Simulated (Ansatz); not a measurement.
Basis-set extrapolation for ClH7N2Si2 (`N[Si](N)([SiH3])Cl`) (PBE0-D4/def2-TZVP geometry, frozen core, Ansatz). Multiplicity 1, RHF reference.

```
                       def2-TZVPP    def2-QZVPP
                 HF  -1150.551368  -1150.588156
    MP2 correlation     -0.865067     -0.935479
CCSD(T) correlation     -0.960723       not run
```

Energies in hartree. Use E(X) = E(∞) + A·exp(−7.88·√X) for Hartree–Fock and E(X) = E(∞) + B·X^(−2.97) for correlation, with X = 3 and 4, and add CCSD(T) minus MP2 of the smaller set to the MP2 limit.

Task: What is the CCSD(T) energy at the basis-set limit?

Result: HF limit: -1150.588156 + (-0.036788) × 0.13774 = -1150.59322. MP2 limit: -0.935479 + (-0.070412) × 0.74074 = -0.98764. Higher-order term: -0.960723 − (-0.865067) = -0.09566. Total: -1151.67652 hartree, 431.7 kJ/mol below CCSD(T)/def2-TZVPP.
